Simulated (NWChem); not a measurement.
System: BSiH4O3F; SMILES OB(O)O[SiH2]F

NWChem input:

```
start job
memory heap 200 mb stack 900 mb global 1100 mb
geometry units angstroms noautoz
  Si    -0.218810    -1.377618    -0.465577
  F      0.210669    -2.209742     0.870828
  O      0.491874     0.121586    -0.437288
  B      0.102557     1.379011     0.040586
  O      1.039428     2.368282     0.136528
  O     -1.179088     1.684606     0.414131
  H     -1.715984    -1.237802    -0.435475
  H      0.282843    -2.116632    -1.658823
  H      1.911840     2.035726    -0.136438
  H     -1.799250     0.945938     0.293272
end
basis spherical
  * library pcseg-2
end
dft
  xc xpbe96 cpbe96
  iterations 150
  semidirect filesize 400000000
  mulliken
end
task dft energy
```

Geometry: optimised at PBE-D3(BJ)/def2-SVP.

Q: What results follow from this input? (PBE/pcseg-2.) Quantities: basis functions; energy (Ha); highest occupied level (eV); orbital gap (eV); dipole (D).

A: The number of basis functions is 240, the energy (Ha) is -642.18 and the highest occupied level (eV) comes out as -7.81. The orbital gap (eV) comes out as 6.81 and the dipole (D) is 2.38.
